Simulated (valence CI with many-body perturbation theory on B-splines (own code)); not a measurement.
# Ho33+: key properties

Calculated by relativistic CI+MBPT: six valence electrons over a frozen Dirac-Fock core [Ar] 3d10, radial functions for each j: 9 s, 9 p, 8 d, 6 f, 3 g, 1 h, with the one-electron correlation potential Σ1 (screened to all orders), the two-electron term Σ2, the three-electron term Σ3, Breit, model QED; selected single and double excitations, second order for the rest, scaled by the run's own slope (own B-spline code, finite nucleus).

No measured spectrum was set against this ion. As an estimate, large intervals hold to a few tenths of a per cent, small ones and those within an open d or f shell to about a per cent. Among the levels kept, up to 640 cm⁻¹ of a level comes from second order outside the variational space, and about a tenth of that is noise between levels of different J, which matters for small intervals.

Levels are named by their leading jj configuration (3d3/2^4 stands for four electrons in 3d with j = 3/2), which in mixed levels can hold well under half, so a name can repeat and another be missing.

Rates and lifetimes use the calculated energies. Strong lines usually hold to 10 to 20 %, long lifetimes can be off by a factor of two.

(1) What is the ground level?

(2) What are the static dipole polarisabilities of the lowest levels?

(3) Among levels below 1760300 cm⁻¹, which E1 lines absorb most strongly from the ground level?

(4) What is the ionisation energy?

(5) How well does LS coupling describe the low levels?

(6) Name the longest-lived excited levels whose lifetime is computed, and their main decay.

(7) Where does the other parity begin?

Results:

(1) (4s^2 4p1/2^2 4p3/2^2) J=2, composition 70 % 4s²4p⁴ ³P + 28 % 4s²4p⁴ ¹D, g = 1.353.

(2) (4s^2 4p1/2^2 4p3/2^2) J=2 0.0682 (tensor 0.00067); (4s^2 4p1/2^2 4p3/2^2) J=0 0.0680; (4s^2 4p1/2 4p3/2^3) J=1 0.0744 (tensor -0.0021); (4s^2 4p1/2 4p3/2^3) J=2 0.0742 (tensor -0.0047) bohr³, of which the core gives 0.00352.

(3) to (4s^2 4p1/2 4p3/2^2 4d3/2) J=3 at 6.244 nm, f = 0.881; to (4s^2 4p1/2 4p3/2^2 4d3/2) J=2 at 6.271 nm, f = 0.588; to (4s^2 4p1/2^2 4p3/2 4d5/2) J=3 at 8.143 nm, f = 0.338.

(4) 1397.4 eV; NIST lists 1395 ± 5 eV (theoretical).

(5) Among the lowest 20 levels the leading LS term, summed over configurations, holds 50 % on average. For single configurations the figures are 46 % in LS and 86 % in jj coupling. Terms mix most in the J = 3 level at 1059900 cm⁻¹, where the leading one holds 28 %.

(6) (4s^2 4p1/2^2 4p3/2^2) J=0 at 60192 cm⁻¹ lives 237 ms, mostly by E2 to (4s^2 4p1/2^2 4p3/2^2) J=2; (4s^2 4p1/2^2 4p3/2 4d5/2) J=4 at 1140300 cm⁻¹ lives 99.0 μs, mostly by M1 to (4s^2 4p1/2^2 4p3/2 4d3/2) J=3; (4s^2 4p1/2 4p3/2^2 4d3/2) J=4 at 1491600 cm⁻¹ lives 4.06 μs, mostly by M1 to (4s^2 4p1/2^2 4p3/2 4d3/2) J=3.

(7) At (4s^2 4p1/2^2 4p3/2 4d3/2) J=2, 1028200 cm⁻¹.
